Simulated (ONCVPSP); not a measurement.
**What the settings do to the ONCV potential of B**

Base potential:

```
Element                 : B (Z = 5)
Generator               : ONCVPSP 4.0.1
Type                    : optimised norm-conserving Vanderbilt (ONCV)
Functional              : PBE
Relativity              : scalar-relativistic
Frozen core             : [He]
Valence charge          : 3
Reference configuration : 2s2 2p1
Partial waves           : 2s: rc 1.70 bohr, ncon 4, nbas 8, qcut 3 1/bohr, local; 2p: rc 2.10 bohr, ncon 4, nbas 8, qcut 5.4 1/bohr, 2 projectors, debl 1.7 Ha
Local potential         : the s channel
Core correction         : polynomial model core, fcfact 0.35
```

All-electron outer shells of the reference configuration (PBE, scalar-relativistic, ld1.x):

```json
{"shell": "1s", "level (eV)": "-180.59", "outermost node (bohr)": "–", "outermost maximum (bohr)": "0.21"}
{"shell": "2s", "level (eV)": "-9.44", "outermost node (bohr)": "0.46", "outermost maximum (bohr)": "1.52"}
{"shell": "2p", "level (eV)": "-3.61", "outermost node (bohr)": "–", "outermost maximum (bohr)": "1.57"}
```

Cutoffs, loose and tight: the cutoffs (Ha) at which the residual kinetic energy of the hardest occupied pseudo-wave falls to 1 and 0.1 mHa per electron. They do not see the model core or the augmentation charge, which bear on the density cutoff. Test errors are all-electron minus pseudo excitation energies from the reference, over the configurations 2s2 2p0; 2s1 2p0; 2s2 2p0.5; 2s1 2p1. A dash means not determined; rows that change the core or the reference have their own tests.

| change | outcome | cutoff, loose | cutoff, tight | bound ghosts | GHOST(+) flags above zero | largest test error (meV) |
| --- | --- | --- | --- | --- | --- | --- |
| base | generated | 26 Ha | 57 Ha | none | none | +117 |
| s: rc 1.42 | generated | 44 Ha | 83 Ha | none | none | +107 |
| s: rc 2.14 | failed: test_data: rc < rc(lloc) for l = 1. Not allowed. | – | – | – | – | – |
| s: rc 2.48 | failed: test_data: rc < rc(lloc) for l = 1. Not allowed. | – | – | – | – | – |

Task: What comes out with this change to the base: s: rc 1.76?

Result: outcome: generated; cutoff, loose: 17 Ha; cutoff, tight: 52 Ha; bound ghosts: none; GHOST(+) flags above zero: none; largest test error (meV): +119.

Task: What comes out with this change to the base: s: rc 1.92?

Result: outcome: generated; cutoff, loose: 10 Ha; cutoff, tight: 42 Ha; bound ghosts: none; GHOST(+) flags above zero: p; largest test error (meV): +124.

Task: What comes out with this change to the base: s: rc 1.28?

Result: outcome: generated; cutoff, loose: 50 Ha; cutoff, tight: 101 Ha; bound ghosts: none; GHOST(+) flags above zero: none; largest test error (meV): +107.

Reading the sweep of the s radius (base included, trends over the rows without a ghost): The loose cutoff falls from 50 Ha at 1.28 to 10 Ha at 1.92 bohr. A larger radius leaves more room for a smooth pseudo-wave, so fewer plane waves are needed; a smaller one forces it to follow the all-electron wave where it bends sharply. The median size of the test errors (rows with all tests solved) rises from 19.6 meV at 1.28 to 37.0 meV at 1.92 bohr. More of the atom is replaced by a form fitted at one configuration, so other configurations suffer as the radius grows. The generation fails at 2.14, 2.48 bohr.
